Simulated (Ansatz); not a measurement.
The first iterations of a band of C2H8BCl2N (14 atoms, charge 0, multiplicity 1).

Method: Ansatz, RKS revPBE-D4/6-31G*.

```
movable images  : 9
climbing image  : yes
spring          : 5.0 eV/Å²
optimiser       : quadratic models (default)
start path      : through a guess of the saddle point
force threshold : 0.03 eV/Å
iteration limit : 60
end points      : relaxed
```

Image 0:

```xyz
14
Properties=species:S:1:pos:R:3
B 0.084 0.168 0.260
Cl 0.458 -0.776 1.833
C 1.275 0.159 -0.806
H 1.394 -0.860 -1.210
H 1.074 0.824 -1.668
H 2.247 0.445 -0.365
Cl -1.578 -0.314 -0.474
N -0.225 1.705 0.782
H -0.623 2.217 -0.018
C 0.927 2.461 1.364
H 1.345 1.856 2.180
H 1.685 2.594 0.581
H 0.594 3.440 1.740
H -0.984 1.628 1.475
```

Image 10:

```xyz
14
Properties=species:S:1:pos:R:3
B 0.013 0.747 -0.468
Cl -0.335 -0.240 3.094
C 1.369 0.083 -0.914
H 1.295 -1.016 -0.835
H 1.557 0.300 -1.983
H 2.252 0.411 -0.341
Cl -1.523 0.196 -1.230
N -0.133 1.743 0.538
H -1.065 2.148 0.657
C 0.932 2.532 1.173
H 1.886 1.993 1.092
H 1.041 3.518 0.686
H 0.712 2.684 2.243
H -0.328 0.448 1.960
```

| iteration | highest image above the first end (eV) | largest band force component (eV/Å) |
| --- | --- | --- |
| 1 | 4.416 | 6.566 |
| 2 | 2.934 | 4.137 |
| 3 | 1.688 | 2.550 |
| 4 | 1.378 | 1.971 |
| 5 | 1.254 | 1.006 |

Problem. Does the band converge within its limit, and where does its top end?

Solution. It converged. It ended after 16 iterations with the highest image 1.247 eV above the first end. A vibrational analysis at the climbing image gives one clearly imaginary mode, 607i cm⁻¹: a first-order saddle point. The orbitals stay closed-shell, which can raise the energy where a bond breaks towards radicals; this wasn't checked here.

Run time: 2.8 min on 4 threads of Intel(R) Xeon(R) Platinum 8488C (Sapphire Rapids), with other jobs on the host, peak memory 0.2 GiB.
